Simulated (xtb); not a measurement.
CdHF, SMILES [F][CdH]. All values are semi-empirical tight-binding results from xtb (GFN2-xTB unless named), good for trends rather than for accurate numbers. The structure is a stationary point at GFN2-xTB.

Optimised geometry:

Bonded distances (Å): Cd1–H2 1.583, Cd1–F3 1.901. Angles (°): H2–Cd1–F3 146.6.

For metal compounds this method's bond lengths and energies can be far off.

```yaml
point_group_as_xtb_finds_it: Cs
orbital_gap: 5.02 eV
zero_point_energy: 3.1 kcal/mol
G − E(el) at 298.15 K (modified RRHO): -12.9 kcal/mol
```

Computed atomic charges and the Wiberg bond orders between heavy atoms:
charges (e) Cd1 0.47, H2 -0.03, F3 -0.44. Bond orders Cd1–F3 0.81.
